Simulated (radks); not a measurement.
The numbers below are computed, except where a source is named.
Problem. The mean radii <r> (bohr) of the occupied orbitals of an atom or ion are listed with their occupations. Code: a radial shooting solver on a logarithmic mesh with Libxc functionals. Model: scalar-relativistic Kohn-Sham, PBE, spin-polarised, spherical densities, point nucleus.

orbital  occ.      <r>
1s down     1  0.02190
1s up       1  0.02190
2s up       1  0.09328
2s down     1  0.09328
2p up       3  0.08237
2p down     3  0.08237
3s up       1   0.2445
3s down     1   0.2443
3p up       3   0.2431
3p down     3   0.2429
3d up       5   0.2213
3d down     5   0.2210
4s up       1   0.5519
4s down     1   0.5520
4p up       3   0.5837
4p down     3   0.5839
4d up       5   0.6321
4d down     5   0.6333
5s up       1    1.285
5s down     1    1.303
5p up       3    1.461
5p down     3    1.486
4f up       6   0.7933

Name the element and its charge. Open shells, if any, are filled with parallel spins first.

Solution. Z = 64, gadolinium, charge +4: Gd4+ in [Xe] 4f6. The 1s radius gives Z: for a bare nucleus <r> = (2 gamma + 1)/(2Z) with gamma = sqrt(1 - (Z/c)^2), 0.02163 bohr for Z = 64, and screening makes it slightly larger (0.02190 here). The occupations add up to 60, and the charge is Z minus that.
